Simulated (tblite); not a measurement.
C5H9F3NP.
Z-matrix (Å and degrees, GFN2-xTB geometry), rows numbered from 1:
```
C 
C   1  1.4884
C   2  1.3271  1  124.61
P   3  1.8146  2  123.69  1   177.07
N   4  1.6774  3   99.68  2    31.95
C   5  1.4554  4  120.53  3  -171.56
C   4  1.9290  3   92.47  2   133.44
F   7  1.3373  4  114.30  3    61.14
F   7  1.3437  4  110.98  3  -177.53
F   7  1.3508  4  111.22  3   -59.72
H   1  1.0898  2  110.13  3   121.59
H   1  1.0872  2  111.38  3     0.50
H   1  1.0900  2  109.74  3  -120.34
H   2  1.0827  1  115.87  3  -179.84
H   3  1.0837  2  121.13  1     3.06
H   5  1.0170  4  115.52  3    47.20
H   6  1.0936  5  113.10  4   -83.70
H   6  1.0886  5  108.57  4    36.78
H   6  1.0908  5  108.98  4   155.22
```

Level: GFN2-xTB in tblite, geometry and Hessian alike; calculated harmonic values, unscaled, isolated species. This tight-binding method is rough: wavenumbers can miss measured ones by several per cent, in bad cases by 10 to 20. One conformer, not necessarily the lowest.

Harmonic wavenumbers (cm⁻¹): 39.8, 62.3, 71.2, 109.0, 116.6, 152.4, 172.8, 185.4, 213.2, 241.7, 276.5, 295.4, 325.2, 419.6, 454.1, 470.0, 483.1, 568.6, 648.4, 699.7, 777.5, 821.1, 982.4, 992.3, 1023.3, 1031.9, 1055.2, 1065.8, 1091.0, 1103.7, 1108.1, 1122.7, 1212.3, 1275.8, 1307.2, 1397.1, 1415.8, 1468.4, 1474.2, 1475.2, 1492.5, 1676.2, 2948.2, 2995.2, 2999.2, 3013.8, 3027.6, 3034.6, 3041.4, 3057.8, 3316.0.

A = 1381, B = 844.6, C = 617.7 MHz; mass 171.042 u (most abundant isotopes); point group C1, symmetry number 1.

Task: Zero-point energy?

Result: Half the sum of the wavenumbers: 29904 cm⁻¹ = 357.73 kJ/mol.

Task: Entropy at 298.15 K, 1 bar (ideal gas, RRHO, classical rotation)?

Result: Translation 172.98, rotation 127.52, vibration 172.74: S = 473.2 J/(mol K).

Task: And Cp and H(298.15 K) − H(0)?

Result: Cp = 191.78 J/(mol K), of which vibrations give 158.52 (their classical limit is 51 R = 424.0); H(298.15 K) − H(0) = 36.19 kJ/mol without the zero-point energy, 26.27 from vibrations.

Task: How do the functions run with temperature in this model?

Result: 
```json
{"T (K)": "150", "S (J/(mol K))": "365.2", "Cp (J/(mol K))": "128.4", "H − H(0) (kJ/mol)": "12.36", "G − H(0) (kJ/mol)": "-42.42", "ln q(vib)": "4.62"}
{"T (K)": "250", "S (J/(mol K))": "441.3", "Cp (J/(mol K))": "172.0", "H − H(0) (kJ/mol)": "27.43", "G − H(0) (kJ/mol)": "-82.89", "ln q(vib)": "8.44"}
{"T (K)": "400", "S (J/(mol K))": "535.2", "Cp (J/(mol K))": "230.8", "H − H(0) (kJ/mol)": "57.75", "G − H(0) (kJ/mol)": "-156.32", "ln q(vib)": "13.69"}
{"T (K)": "600", "S (J/(mol K))": "640.7", "Cp (J/(mol K))": "289.6", "H − H(0) (kJ/mol)": "110.19", "G − H(0) (kJ/mol)": "-274.22", "ln q(vib)": "20.03"}
{"T (K)": "900", "S (J/(mol K))": "769.4", "Cp (J/(mol K))": "344.5", "H − H(0) (kJ/mol)": "206.01", "G − H(0) (kJ/mol)": "-486.49", "ln q(vib)": "28.45"}
```

q(vib) and H(0) count from the zero-point level.

Task: Blend soft modes into free rotors: weight 1/[1 + (100 cm⁻¹/ν̃)⁴] for the oscillator and the rest for a rotor with moment μB/(μ + B), μ = h/(8π²ν), B = 10⁻⁴⁴ kg m². What vibrational entropy results?

Result: 158.06 J/(mol K) in place of 172.74, which changes −T·S at 298.15 K by +4.38 kJ/mol.

Hindered rotation and anharmonicity are outside this model. Other conformers, if any are populated, would add a mixing term that is left out. The structure is chiral; the term R ln 2 for an equal mix with its mirror image is left out.

The run took 0.81 s of wall time on one thread of an Arm Neoverse V1, shared host. The figure is for the frequency step alone.
